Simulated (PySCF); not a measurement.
Computed Raman spectrum (relative Raman activity) of a molecule C3H6F2O. Coordinates come from a PBE0-D3(BJ)/def2-SVP optimisation. The values are those of a single conformer. Method: PBE0-D3(BJ)/def2-SVP (PySCF). Frequencies are harmonic and unscaled.

ν (cm⁻¹): 821 (w), 955 (vw), 972 (vw), 1179 (vw), 1448 (w), 1457 (w), 1467 (w), 1481 (w), 1488 (w), 3038 (vs), 3090 (vs), 3130 (m), 3186 (s), 3200 (m), 3203 (s) (against the strongest line: vs over 80 %, s over 45 %, m over 15 %, w over 4 %, vw less)

**Question.** Which molecule gave these data?
A. C[C@H](O)C(F)F
B. CC(F)(F)CO
C. COC(C)(F)F
D. COCC(F)F

**Answer.** C, COC(C)(F)F
